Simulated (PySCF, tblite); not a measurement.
A database entry of computed molecular properties. Lists by class give the value and the number of equivalent atoms.

```json
{
 "formula": "C5H10SSi",
 "smiles": "C=C[SiH2]/C=C\\SC",
 "charge": 0,
 "multiplicity": 1,
 "geometry_level": "GFN2-xTB",
 "atoms_angstrom": [
  ["C", -3.911, -0.515, -0.25],
  ["C", -2.883, -0.243, 0.537],
  ["Si", -1.101, -0.739, 0.187],
  ["C", -0.05, 0.8, 0.434],
  ["C", 1.272, 0.819, 0.302],
  ["S", 2.229, -0.585, -0.122],
  ["C", 3.891, 0.162, -0.125],
  ["H", -3.784, -1.045, -1.18],
  ["H", -4.925, -0.226, -0.012],
  ["H", -3.078, 0.291, 1.46],
  ["H", -0.686, -1.783, 1.136],
  ["H", -0.968, -1.237, -1.187],
  ["H", -0.528, 1.734, 0.698],
  ["H", 1.871, 1.708, 0.447],
  ["H", 3.938, 0.948, -0.873],
  ["H", 4.118, 0.553, 0.863],
  ["H", 4.588, -0.63, -0.377]
 ],
 "electronic_structure_code": "PySCF",
 "results": {
  "GFN2-xTB geometry": {
   "point_group": "C1",
   "rotational_constants_GHz": [7.594, 0.634, 0.601]
  },
  "PBE0/def2-SVPD ground state and vertical TDDFT (core frozen in the response)": {
   "dipole_D": 2.0,
   "homo_eV": -6.26,
   "lumo_eV": -0.49,
   "S1_eV": 4.96,
   "strongest_line_of_8_singlets_eV": 5.1,
   "T1_tda_eV": 3.51,
   "polarisability_au": 113.6,
   "r2_bohr2_about_centre_of_nuclear_charge": 1874.9,
   "singlets_eV_and_f": [
    [4.96, 0.031],
    [5.1, 0.196],
    [5.39, 0.062],
    [5.81, 0.001],
    [6.24, 0.015],
    [6.32, 0.006],
    [6.41, 0.002],
    [6.6, 0.012]
   ],
   "triplets_tda_eV": [3.51, 4.33, 4.63]
  },
  "PBE0/pcSseg-1 ground state and GIAO shieldings, non-relativistic": {
   "shift_vs_computed_TMS_C_by_class_ppm": [
    [159.4, 1],
    [143.1, 1],
    [141.3, 1],
    [120.9, 1],
    [22.1, 1]
   ],
   "shift_vs_computed_TMS_H_by_class_ppm": [
    [6.81, 1],
    [6.55, 1],
    [6.43, 1],
    [6.27, 1],
    [5.86, 1],
    [4.71, 2],
    [2.32, 3]
   ],
   "shielding_other_nuclei_by_class_ppm": [
    ["Si", 406.4, 1],
    ["S", 475.0, 1]
   ],
   "charges_hirshfeld_e_by_atom": [-0.09, -0.14, 0.31, -0.17, -0.06, 0.04, -0.11, 0.04, 0.05, 0.04, -0.08, -0.08, 0.04, 0.05, 0.05, 0.05, 0.06]
  },
  "GFN2-xTB harmonic vibrations, gas phase": {
   "strongest_ir_bands_cm-1_km_per_mol_modes": [
    [741.2, 341.0, 1],
    [777.4, 124.6, 1],
    [811.3, 96.0, 1],
    [1608.6, 227.0, 1],
    [2192.1, 322.7, 1],
    [2221.3, 209.1, 1]
   ],
   "zpe_kcal_per_mol": 79.5
  }
 }
}
```

The vertical singlet–triplet gap S1 − T1 is 1.45 eV (TDDFT singlet less Tamm–Dancoff triplet). No computed singlet falls in the visible range (750 to 380 nm, 1.65 to 3.26 eV); S1 lies 1.70 eV above its blue end.

 NMR classes are plain means over equivalent atoms (diastereotopic ones count apart unless rotation or inversion swaps them), as if these changed places fast; in this geometry the members of some classes differ.

The values belong to the conformer `[CH2:1]=[CH:2][SiH2:3]/[CH:4]=[CH:5]\[S:6][CH3:7]`: C1–C2–Si3–C4 131°, C2–Si3–C4–C5 178°, C4–C5–S6–C7 180°.
